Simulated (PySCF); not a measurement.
C₃H₈Cl₂Si₂.
Z-matrix (Å and degrees, GFN2-xTB geometry), rows numbered from 1:
```
Cl
Si  1  2.0256
Si  2  2.3182  1  110.42
C   3  1.8983  2  110.20  1   -59.75
Cl  4  1.7776  3  110.39  2   -63.59
C   4  1.4982  3  122.68  2    78.59
C   6  1.4956  4   60.04  3   113.20
H   2  1.4649  1  105.98  3   120.83
H   2  1.4626  1  106.13  3  -125.70
H   3  1.4658  2  112.64  1  -177.95
H   3  1.4715  2  114.73  1    58.62
H   6  1.0798  4  118.26  7   107.84
H   6  1.0802  4  117.74  7  -109.05
H   7  1.0797  4  118.19  6  -107.92
H   7  1.0799  4  117.60  6   109.16
```

Computed, not measured: TDDFT PBE0/def2-SVPD, vertical, gas phase, core orbitals frozen in the response in PySCF.

Task: What does the calculation give for the low-lying excited states?

Result: 

```json
{"state": "S1", "E (eV)": "6.17", "ν̃ (cm⁻¹)": "49750", "f": "0.017", "main configurations (H = HOMO, L = LUMO)": "H→L (86%)"}
{"state": "S2", "E (eV)": "6.37", "ν̃ (cm⁻¹)": "51370", "f": "0.0067", "main configurations (H = HOMO, L = LUMO)": "H-1→L (88%)"}
{"state": "S3", "E (eV)": "6.55", "ν̃ (cm⁻¹)": "52790", "f": "0.0058", "main configurations (H = HOMO, L = LUMO)": "H→L+1 (70%), H→L+2 (9%), H-2→L (9%)"}
{"state": "S4", "E (eV)": "6.63", "ν̃ (cm⁻¹)": "53470", "f": "0.0051", "main configurations (H = HOMO, L = LUMO)": "H→L+2 (51%), H→L+1 (16%), H-1→L+2 (11%)"}
{"state": "S5", "E (eV)": "6.66", "ν̃ (cm⁻¹)": "53700", "f": "0.017", "main configurations (H = HOMO, L = LUMO)": "H-1→L+1 (51%), H-2→L (24%)"}
{"state": "S6", "E (eV)": "6.70", "ν̃ (cm⁻¹)": "54040", "f": "0.0028", "main configurations (H = HOMO, L = LUMO)": "H-2→L (49%), H-1→L+1 (30%)"}
{"state": "S7", "E (eV)": "6.76", "ν̃ (cm⁻¹)": "54550", "f": "0.0038", "main configurations (H = HOMO, L = LUMO)": "H-1→L+2 (64%), H→L+2 (11%)"}
{"state": "S8", "E (eV)": "6.90", "ν̃ (cm⁻¹)": "55640", "f": "0.0029", "main configurations (H = HOMO, L = LUMO)": "H-3→L (97%)"}
```

Triplets, Tamm–Dancoff:

```csv
state,E (eV),λ (nm),"main configurations (H = HOMO, L = LUMO)"
T1,5.59,222.0,"H→L (54%), H-2→L (35%)"
T2,5.92,209.6,"H→L+1 (57%), H-2→L+1 (22%)"
T3,5.97,207.7,"H→L+2 (43%), H-1→L+2 (25%)"
```

The lowest singlet comes at 201 nm (595 kJ/mol) in the ultraviolet; it is weak; its leading configuration is HOMO→LUMO (86%). The largest oscillator strength of a single state is 0.017. Löwdin shares by element: HOMO chlorine 33% or more, carbon 31% or more, silicon 7% or more (atoms not listed hold the other 28%); LUMO silicon 54%, chlorine 19% or more, hydrogen 7% or more (atoms not listed hold the other 20%). Of the 8 states listed, 2 reach f = 0.01 and none stays under 0.0005. Weighted by f, the mean energy of these states is 6.50 eV. The oscillator strengths of these states sum to 0.061; summed over the whole spectrum of an exact calculation they would give the number of electrons, 88 (Thomas–Reiche–Kuhn). Singlets were solved by full linear response, triplets in the Tamm–Dancoff approximation.

One conformer stands for the species.
